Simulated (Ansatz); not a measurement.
Isomers of Al4H7⁻ (singlet), relaxed with PBE0-D4/def2-SVPD; total energies from Ansatz at r2SCAN0-D4/def2-TZVPD.

```json
{"isomer": "A", "description": "point group not assigned; 2 × Al–Al 2.47 to 2.64 Å; 9 × Al–H 1.62 to 1.81 Å", "energy (Eh)": "-973.81620"}
{"isomer": "B", "description": "point group not assigned; 2 × Al–Al 2.50 to 2.60 Å; 8 × Al–H 1.61 to 1.80 Å", "energy (Eh)": "-973.81174"}
```

The isomers come from a short search, and lower ones may exist.

Question: Work out the relative energies (1 Eh = 2625.5 kJ/mol) and the Boltzmann populations at 800 K from electronic energies alone (R = 8.314 J/mol/K).

Answer: ΔE: A 0.0, B 11.7 kJ/mol. RT = 6.65 kJ/mol. Factors exp(−ΔE/RT): A 1, B 0.172; sum 1.172. Populations: A 85.3 %, B 14.7 %. Zero-point energy, vibrational entropy and symmetry numbers are left out and can shift these; an error of 4 kJ/mol changes a ratio by a factor of 1.8. Over the other density-functional and correlated levels in def2 sets, the gap between A and B ranges from 12 to 20 kJ/mol.
